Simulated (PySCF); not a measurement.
Ground-state electric properties of a mixed set of molecules.

All values: PBE0/def2-SVPD (PySCF) at GFN2-xTB geometries, gas phase, one conformer each. Core orbitals are frozen in the response; Δα² is half the sum of the squared differences of the principal polarisabilities. Dipoles and anisotropies that the point group forbids are given as zero.

Problem. Rank by dipole moment, lowest first.
A. `[CH3:1][C@H:2]([F:3])[CH2:4][S:5](=[O:6])(=[O:7])[OH:8]` with C1–C2–C4–S5 -68°, C2–C4–S5–O6 -161°, C4–S5–O8–H 117°
B. `[O:1]=[S@@:2]1[CH:3]=[CH:4][CH2:5][CH2:6][C@H:7]1[F:8]` with O1–S2–C3–C4 -87°, C3–C4–C5–C6 13°, C4–C5–C6–C7 -52°, C5–C6–C7–F8 -47°
C. `[O:1]=[S@@:2]1[CH2:3][CH2:4][CH2:5][CH:6]=[C:7]1[F:8]` with O1–S2–C3–C4 -51°, S2–C3–C4–C5 -77°, C3–C4–C5–C6 49°, C4–C5–C6–C7 -10°
D. `[CH2:1]1[CH2:2][CH2:3][CH2:4][CH2:5][CH2:6]1` with C6–C1–C2–C3 -58°, C1–C2–C3–C4 58°, C2–C3–C4–C5 -57°, C3–C4–C5–C6 57°
E. `[CH2:1]=[C:2]([CH2:3][SiH3:4])[C:5]([F:6])=[C:7]([F:8])[F:9]` with C1–C2–C3–Si4 98°, C1–C2–C5–F6 -3°
F. `[CH3:1][C:2]1=[CH:3][CH2:4][C@@H:5]([F:6])[S@@:7]1=[O:8]` with C2–C3–C4–C5 -12°, C3–C4–C5–F6 -97°, C4–C5–S7–O8 88°, C1–C2–S7–C5 -171°

Solution. D (0.00 D), E (1.94 D), A (2.78 D), B (3.28 D), F (3.56 D), C (4.65 D).

Problem. Rank by mean static polarisability, lowest first.
A. `O=S(O)(=O)C[C@H](C)F`
B. `F/C=C\C1=COC=CO1`
C. `C=C(C[SiH3])C(F)=C(F)F`
D. `C1CCCCC1`
E. `CSc1cn([SiH3])nn1`

Solution. A (9.89 Å³), D (10.23 Å³), B (11.89 Å³), C (13.68 Å³), E (15.35 Å³).

Problem. Rank by HOMO energy, lowest first.
A. `F/C=C\C1=COC=CO1`
B. `O=[S@@]1CCCC=C1F`
C. `C[C@H](F)CS(=O)(=O)O`
D. `C=C(C[SiH3])C(F)=C(F)F`
E. `C1CCCCC1`
F. `CSC1=CN([SiH3])N=N1`

Solution. C (-9.42 eV), E (-8.28 eV), B (-7.12 eV), D (-6.92 eV), F (-6.15 eV), A (-5.60 eV).

All values together:

```tsv
SMILES	formula	μ (D)	HOMO (eV)	LUMO (eV)	α (Å³)	Δα (Å³)	electrons	α per electron (Å³)
C=C(C[SiH3])C(F)=C(F)F	C5H7F3Si	1.94	-6.92	-1.13	13.68	5.70	78	0.175
O=[S@@]1C=CCC[C@H]1F	C5H7FOS	3.28	-6.97	-1.00	11.87	3.44	70	0.170
CC1=CC[C@@H](F)[S@@]1=O	C5H7FOS	3.56	-6.94	-0.74	12.03	3.71	70	0.172
C1CCCCC1	C6H12	0.00	-8.28	0.84	10.23	1.41	48	0.213
C[C@H](F)CS(=O)(=O)O	C3H7FO3S	2.78	-9.42	-0.17	9.89	1.84	74	0.134
CSc1cn([SiH3])nn1	C3H7N3SSi	2.74	-6.15	-0.48	15.35	9.57	76	0.202
O=[S@@]1CCCC=C1F	C5H7FOS	4.65	-7.12	-0.75	11.86	3.58	70	0.169
F/C=C\C1=COC=CO1	C6H5FO2	1.19	-5.60	-0.98	11.89	8.78	66	0.180
```

Conformers: `[CH2:1]=[C:2]([CH2:3][SiH3:4])[C:5]([F:6])=[C:7]([F:8])[F:9]` with C1–C2–C3–Si4 98°, C1–C2–C5–F6 -3°; `[O:1]=[S@@:2]1[CH:3]=[CH:4][CH2:5][CH2:6][C@H:7]1[F:8]` with O1–S2–C3–C4 -87°, C3–C4–C5–C6 13°, C4–C5–C6–C7 -52°, C5–C6–C7–F8 -47°; `[CH3:1][C:2]1=[CH:3][CH2:4][C@@H:5]([F:6])[S@@:7]1=[O:8]` with C2–C3–C4–C5 -12°, C3–C4–C5–F6 -97°, C4–C5–S7–O8 88°, C1–C2–S7–C5 -171°; `[CH2:1]1[CH2:2][CH2:3][CH2:4][CH2:5][CH2:6]1` with C6–C1–C2–C3 -58°, C1–C2–C3–C4 58°, C2–C3–C4–C5 -57°, C3–C4–C5–C6 57°; `[CH3:1][C@H:2]([F:3])[CH2:4][S:5](=[O:6])(=[O:7])[OH:8]` with C1–C2–C4–S5 -68°, C2–C4–S5–O6 -161°, C4–S5–O8–H 117°; `[CH3:1][S:2][c:3]1[cH:4][n:5]([SiH3:6])[n:7][n:8]1` with C1–S2–C3–C4 179°; `[O:1]=[S@@:2]1[CH2:3][CH2:4][CH2:5][CH:6]=[C:7]1[F:8]` with O1–S2–C3–C4 -51°, S2–C3–C4–C5 -77°, C3–C4–C5–C6 49°, C4–C5–C6–C7 -10°; `[F:1]/[CH:2]=[CH:3]\[C:4]1=[CH:5][O:6][CH:7]=[CH:8][O:9]1` with C2–C3–C4–C5 180°.

Problem. How closely does the mean polarisability follow the number of electrons in this set?

Solution. The correlation coefficient is 0.57; α per electron runs from 0.134 to 0.213 Å³.
